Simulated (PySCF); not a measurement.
C3H7NOSi, SMILES O1C=CCN[SiH2]1.

Coordinates come from a ωB97X-D3(BJ)/def2-SVP optimisation. This is a generated structure with no PubChem entry under its InChIKey; it may be hypothetical. One conformer was computed; it need not be the lowest.

Two levels are set side by side: PBE/def2-TZVP (PySCF) and CAM-B3LYP/def2-TZVP (PySCF). Same geometry, gas phase. Differences are taken from unrounded values.

| quantity | CAM-B3LYP |
|---|---|
| orbital gap (eV) | 9.18 |
| highest occupied level (eV) | -7.75 |
| lowest empty level (eV) | 1.43 |
| dipole moment (D) | 1.93 |
| mean polarisability (bohr³) | 66.0 |

### Question
What does PBE give, and how far is it from CAM-B3LYP? (An estimate is asked for; the answer gives what the named calculation found.)

### Answer

```
quantity                       PBE  PBE minus CAM-B3LYP
---------------------------  -----  -------------------
orbital gap (eV)              4.76                -4.42
highest occupied level (eV)  -5.21                 2.55
lowest empty level (eV)      -0.45                -1.88
dipole moment (D)             1.87                -0.06
mean polarisability (bohr³)   69.2                  3.2
```

Without exact exchange PBE keeps part of each electron's self-repulsion, which lifts occupied levels and narrows the gap. Loosely held outer electrons make PBE densities more polarisable. Differences between two approximate levels are no errors against the true value.

Rough cost on one machine, each run with all the roots and properties that it gave: CAM-B3LYP against PBE within a factor of 2.
